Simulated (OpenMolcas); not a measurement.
# Predicting a hybrid from its neighbours: C3H4AlF

C3H4AlF: 9 atoms, total charge 0, spin state singlet. SMILES: `C#[C][Al]([CH3])[F]`. The shape is that of a PBE0-D4/def2-TZVP optimisation.

The dipole moment y, in D, basis cc-pVDZ; a is the functional's share of exact exchange. Programs: OpenMolcas 26.06.

| functional | program | a | y (D) |
| --- | --- | --- | --- |
| BLYP | OpenMolcas | 0 | 1.91 |
| revPBE | OpenMolcas | 0 | 1.93 |
| B3LYP | OpenMolcas | 0.2 | ? |
| PBE0 | OpenMolcas | 0.25 | 2.09 |
| BHLYP | OpenMolcas | 0.5 | 2.16 |

Q: Fit y = c + s·a to the known rows and predict B3LYP.

A: 
1. Means of the 4 rows: a = 0.1875, y = 2.022.
2. Σ(Δa)² = 0.17188, Σ(Δa·Δy) = 0.085625, so the slope is 0.085625/0.17188 = 0.49817.
3. Intercept: 2.022 − (0.49817) × 0.1875 = 1.929. The largest residual of the fit is 0.036.
4. B3LYP: 1.929 + (0.49817) × 0.2 = 2.03 D.

The run gave 2.02 D, so the prediction is off by +0.01 D, within the largest residual. More exact exchange makes the molecule more polar here.
